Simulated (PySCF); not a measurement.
C3H6GeO, SMILES [O](CC#C)[GeH3]. Geometry optimised at TPSSh-D3(BJ)/def2-SVP. The structure was generated by enumeration, and PubChem lists no compound with its InChIKey, so it may never have been made. Other conformers were not sampled.

Computed equilibrium geometry at TPSSh-D3(BJ)/def2-SVP (PySCF confirms it by a frequency run) as a Z-matrix, and its point group (one conformer of several):
point group Cs.
```
C
H 1 1.1092
H 1 1.1092 2 106.74
O 1 1.4164 2 111.34 3 121.70
C 1 1.4650 2 108.56 3 -116.84
C 5 1.2130 2 149.51 1 -178.64
H 6 1.0734 2 160.78 1 -179.76
Ge 4 1.7945 1 119.50 2 -59.49
H 8 1.5301 4 104.13 1 180.00
H 8 1.5428 9 112.11 4 -117.93
H 8 1.5428 9 112.11 10 -124.13
```
Charge 0, spin multiplicity 1.
